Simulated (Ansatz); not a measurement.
A structure relaxed at PBE-D4/def2-SVP in Ansatz, charge 1, doublet:

```xyz
6

Mn    0.167    2.119    1.279
Mn    0.001   -0.104   -0.044
O    -0.123   -1.596   -0.966
O    -0.219   -2.630   -1.623
O    -0.175    1.738   -0.355
O     0.349    0.472    1.709
```

Q: Give its formula.

A: the cluster Mn2O4⁺.

Q: Summarise the bond lengths by kind (pairs closer than 1.2 times the sum of covalent radii, bridged metal pairs left out).

A: 5 × Mn–O 1.71 to 1.88 Å; 1 × O–O 1.23 Å.

The structure holds 1 bond(s) between oxygen atoms. The charge 1 doublet is spin-contaminated (final ⟨S²⟩ up to 4.40, 0.75 for a pure state). The relaxation made no stability test and no search for a lower SCF solution. No other spin state of charge 1 was run. Another isomer (doublet) lies 0.60 eV lower at PBE0-D4/def2-TZVP; other spin states weren't run for this one.
